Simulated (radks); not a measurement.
Q: These are the eigenvalues of the occupied orbitals of an atom or ion with whole-number occupations (hartree). All-electron calculation, non-relativistic Kohn-Sham, PBE, spin-polarised, spherical densities, point nucleus. Program: a radial shooting solver on a logarithmic mesh with Libxc functionals.

| orbital | eigenvalue |
|---|---|
| 1s | -92.03114 |
| 2s | -11.44424 |
| 2p | -9.48164 |

Which element is it, and in what charge state? The configuration may be excited. Open shells, if any, are filled with parallel spins first.

A: Z = 16, sulfur, charge +6: S6+ in [Ne]. The list shows which subshells hold electrons but not how many an open one holds; the 1s level, -92.031 hartree, gives Z - s = 13.6 by -(Z - s)^2/2, which with screening narrows Z to a few neighbours, and the depths of the outer levels then fix element, charge and occupations together.
